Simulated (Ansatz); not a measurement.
# Counterpoise correction, worked out

The pair of F⁻ (SMILES [F-], atom 1) and NH$_{3}$ (SMILES N, atoms 2–5), both closed shells, in one local arrangement (a lower one may exist), relaxed at PBE0-D4/def2-TZVPD:

```
atom    x (Å)    y (Å)    z (Å)
  F1  -0.0056   0.4371  -1.9527
  N2  -0.2895  -0.1434   0.6022
  H3   0.2799  -0.9772   0.7211
  H4  -0.2187   0.0928  -0.4429
  H5   0.2339   0.5907   1.0722
```

Ansatz 0.2.0; basis: def2-TZVPPD; cores frozen in the correlated methods.

CCSD(T) total energies in eV:

| system | geometry | basis functions | energy |
| --- | --- | --- | --- |
| pair | pair | all | -4251.81017 |
| F⁻ | as in the pair | all (partner as ghosts) | -2714.28302 |
| NH$_{3}$ | as in the pair | all (partner as ghosts) | -1536.79895 |
| F⁻ | as in the pair | its own | -2714.25079 |
| NH$_{3}$ | as in the pair | its own | -1536.79261 |
| F⁻ | free (PBE0-D4 minimum) | its own | -2714.25079 |
| NH$_{3}$ | free (PBE0-D4 minimum) | its own | -1536.86075 |

Question: Work out the interaction energy with and without the counterpoise correction, the superposition error, and the binding energy from the relaxed fragments.

Answer: Without correction: -4251.81017 − (-2714.25079) − (-1536.79261) = -0.76677 eV.
With correction (each fragment in the whole basis): -4251.81017 − (-2714.28302) − (-1536.79895) = -0.72820 eV = -16.79 kcal/mol.
The superposition error is the difference, 0.03857 eV, 5 % of the uncorrected value: each fragment borrows its partner's functions.
Deformation from the free shapes: 0.00000 eV for F⁻ and 0.06814 eV for NH$_{3}$.
Binding energy from relaxed fragments: -0.72820 + 0.00000 + 0.06814 = -0.66006 eV = -15.22 kcal/mol (electronic, without zero-point energy; negative means bound). For comparison, the corrected interaction energy by CCSD(T) at an estimated basis limit (MP2 extrapolated from triple and quadruple zeta, plus CCSD(T) − MP2 in triple zeta) is -0.776 eV; triple zeta with the correction binds less.

No T1 diagnostic of these runs exceeds 0.023.

For scale, one of the runs: CCSD(T)/def2-TZVPPD, 128 basis functions, launched by `ansatz run in.yaml --threads 2 --pin off --events-out ev --progress --plain --max-ram 5222MiB`. The run took about 3.2 s on 2 CPU threads of an Arm Neoverse V1 (shared host).
